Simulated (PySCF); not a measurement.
Li(Cl) cation (ClLi), SMILES [Cl][Li] (connectivity only; charge and spin as stated), charge +1, multiplicity 2.

Geometry optimised at PBE-D3(BJ)/def2-TZVPD. The spin state was assumed, not searched.

Two levels are set side by side: PBE/def2-TZVPD (PySCF) and PBE0/def2-TZVPD (PySCF). Same geometry, gas phase. Differences are taken from unrounded values.

```json
[
 {"quantity": "α-spin orbital gap (eV)", "PBE": "7.91"},
 {"quantity": "β-spin orbital gap (eV)", "PBE": "0.40"}
]
```

Q: These are the PBE values. What does PBE0 give? (An estimate is asked for; the answer gives what the named calculation found.)

A: 
```
quantity                  PBE0  PBE minus PBE0
-----------------------  -----  --------------
α-spin orbital gap (eV)  10.01           -2.10
β-spin orbital gap (eV)   3.36           -2.97
```

Rough cost on one machine, each run with all the roots and properties that it gave: PBE0 against PBE within a factor of 2.
